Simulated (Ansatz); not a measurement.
Reaction (isomerisation): `N=CC[SiH3]` → `CN(C)[SiH]`

Isolated molecules relaxed with PBE0-D4/def2-TZVP in Ansatz; ΔE leaves out vibrations. CCSD(T)/CBS is the MP2 limit (def2-TZVPP, def2-QZVPP) plus CCSD(T) − MP2 in def2-TZVPP, frozen cores. DFT in def2-TZVPP. One conformer a species, not always the lowest.

```csv
level,ΔE (kJ/mol)
RPA@PBE/def2-TZVPP,13.9
MP2/def2-TZVPP,21.6
```

Question: What does CCSD(T)/CBS give? (Estimate.)

Answer: Computed: +20.4 kJ/mol. The listed levels differ from it by -6.5, 1.2 kJ/mol.

Largest T1 diagnostic among the species: 0.015.

At CCSD(T), def2-SVP lies −9.7 kJ/mol from the extrapolated value and def2-TZVPP −1.1 kJ/mol. The D4 term adds −4.0 kJ/mol with B3LYP and −1.9 kJ/mol with PBE0; it sums over pairs of atoms, weighted by their polarisabilities, and B3LYP, whose exchange is more repulsive, gets the larger term.

B3LYP here is the variant with VWN-RPA as its local correlation; programs differ in this.
